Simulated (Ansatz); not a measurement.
Consider the redistribution: `C[O][In]([O][SiH3])[N](C)C` + `[OH][Sn][OH]` → `C[N](C)[In]([OH])[O][SiH3]` + `C[O][Sn][OH]`.

Computed with Ansatz on PBE0-D4/def2-TZVP structures; ΔE is electronic, products minus reactants. CCSD(T)/CBS is the MP2 limit (def2-TZVPP, def2-QZVPP) plus CCSD(T) − MP2 in def2-TZVPP, frozen cores. DFT in def2-TZVPP. def2 core potentials past Kr. For In, Sn outer-core shells are correlated without core-valence functions, which leaves a few kJ/mol of doubt a bond. Each species was taken in one conformer, which may not be the lowest.

```
        level  ΔE (kJ/mol)  difference from CCSD(T)/CBS
    r2SCAN-D4         -2.4                          0.0
       B97M-V         -3.8                         -1.4
          PBE         -3.7                         -1.3
       revPBE         -3.2                         -0.8
         BLYP         -3.5                         -1.1
        BHLYP         -3.1                         -0.7
  HF/def2-SVP         -6.6                         -4.2
CCSD/def2-SVP         -7.5                         -5.1
HF/def2-TZVPP         -1.6                          0.8
HF/def2-QZVPP         -1.1                          1.3
  CCSD(T)/CBS         -2.4                            0
```

Largest T1 diagnostic among the species: 0.018.

Leaving LDA and LC-ωPBE aside and taking each functional with its dispersion term where it has one, the values, not all of them listed here, spread over 2.0 kJ/mol, from BLYP-D4 to r2SCAN-D4. At CCSD(T), def2-SVP lies −5.4 kJ/mol from the extrapolated value and def2-TZVPP −0.3 kJ/mol.
